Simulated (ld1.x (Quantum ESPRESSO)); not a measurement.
Scattering properties, RRKJ potential for Ni (Z = 28)

ld1.x (Quantum ESPRESSO) 7.5 input, shortened:

```
&input
   title='Ni', zed=28., rel=1, dft='PZ', iswitch=3,
   config='[Ar] 3d8 4s2 4p0'
 /
 &inputp
   pseudotype=2, tm=.false., rho0=0.005, lloc=-1, rcloc=2.25,
   nlcc=.true.
 /
3
4S  1  0   2.00   0.00  1.90  1.90  0.0
4P  2  1   0.00   0.00  2.85  2.85  0.0
3D  3  2   8.00   0.00  1.25  1.25  0.0
 &test
   configts(1)='3d8 4s2 4p0'
 /
```

The phase is arctan(r·u′/u) with u = r·R(r), unwrapped; energies in Ry, scanned from -3 to 5 Ry. A pole is an energy at which the radial function vanishes at the test radius. The pseudo phase is shifted by a multiple of π to meet the all-electron one at the reference energy, and phase errors are pseudo minus all-electron; the curves can meet again beyond the range given. Levels narrower than the energy grid can be missing from the lists of poles.

Task: For each channel, where are the poles, and over which energies does the pseudopotential scatter like the atom?

Result:

| channel | radius (bohr) | reference energy (Ry) | poles, all-electron | poles, pseudo | unbroken range about the reference energy with phases within 0.05 rad | phase error 1 Ry above the reference energy (rad) |
| --- | --- | --- | --- | --- | --- | --- |
| s | 3.12 | -0.43 | 0.32 | 0.30, 3.46 | below 1.5 | -0.005 |
| p | 3.12 | -0.10 | 1.12 | 1.10 | below 2.3 | -0.005 |
| d | 3.12 | -0.67 | -0.64, 2.61 | -0.64, 2.87 | below 0.6 | +0.018 |

Phases in the p channel:

| E (Ry) | all-electron | pseudo |
| --- | --- | --- |
| -3.00 | 1.374 | 1.374 |
| -2.76 | 1.364 | 1.364 |
| -2.52 | 1.353 | 1.353 |
| -2.28 | 1.340 | 1.340 |
| -2.04 | 1.324 | 1.324 |
| -1.80 | 1.304 | 1.304 |
| -1.56 | 1.279 | 1.278 |
| -1.32 | 1.246 | 1.245 |
| -1.08 | 1.198 | 1.198 |
| -0.84 | 1.126 | 1.126 |
| -0.60 | 1.003 | 1.002 |
| -0.36 | 0.746 | 0.746 |
| -0.12 | 0.115 | 0.115 |
| 0.12 | -0.773 | -0.774 |
| 0.36 | -1.204 | -1.206 |
| 0.60 | -1.391 | -1.394 |
| 0.84 | -1.493 | -1.498 |
| 1.08 | -1.561 | -1.567 |
| 1.32 | -1.613 | -1.621 |
| 1.56 | -1.657 | -1.669 |
| 1.80 | -1.701 | -1.719 |
| 2.04 | -1.748 | -1.777 |
| 2.28 | -1.804 | -1.856 |
| 2.52 | -1.881 | -1.983 |
| 2.76 | -2.001 | -2.244 |
| 3.00 | -2.221 | -2.916 |
| 3.24 | -2.704 | -3.850 |
| 3.48 | -3.519 | -4.265 |
| 3.72 | -4.061 | -4.439 |
| 3.96 | -4.305 | -4.532 |
| 4.20 | -4.430 | -4.591 |
| 4.44 | -4.506 | -4.634 |
| 4.68 | -4.557 | -4.668 |
| 4.92 | -4.595 | -4.697 |
